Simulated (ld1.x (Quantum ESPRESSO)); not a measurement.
## Configuration tests for Cr (Z = 24) (TM)

ld1.x (Quantum ESPRESSO) 7.5 input, shortened:

```
&input
   title='Cr', zed=24., rel=1, dft='PW91', iswitch=3,
   config='[Ar] 3d5 4s0.75 4p0 4f-2'
 /
 &inputp
   pseudotype=2, tm=.true., lloc=3,
   nlcc=.true., rcore=1.00
 /
4
4S  1  0   0.75   0.00  2.50  2.50  0.0
4P  2  1   0.00   0.00  3.20  3.20  0.0
3D  3  2   5.00   0.00  1.60  1.60  0.0
4F  4  3  -2.00   0.05  3.52  3.52  0.0
 &test
   configts(1)='3d5 4s0.75 4p0'
 /
```

Energies are relative to the spin-unpolarised reference configuration 3d5 4s0.75 4p0; without spin polarisation the order of configurations can differ from experiment.

| valence configuration | charge | ΔE all-electron (eV) | error AE − PS (meV) |
| --- | --- | --- | --- |
| 3d5 4s1 4p0 | 0 | -1.185 | -0.8 |
| 3d5 4s0 4p0 | +1 | 5.750 | -13 |
| 3d4 4s0 4p0 | +2 | 21.876 | -100 |
| 3d4 4s2 4p0 | 0 | -1.268 | -156 |
| 3d6 4s0 4p0 | 0 | 0.533 | -39 |
| 3d3 4s0 4p0 | +3 | 52.724 | -893 |

Question: What are ΔE and the potential's error for 3d5 4s0.5 4p0?

Answer: ΔE = 1.542 eV all-electron; the error (AE − PS) is -1.3 meV.

Levels in the configuration 3d5 4s0 4p0:

```tsv
level	all-electron (eV)	pseudo (eV)
3d	-9.936	-9.895
```
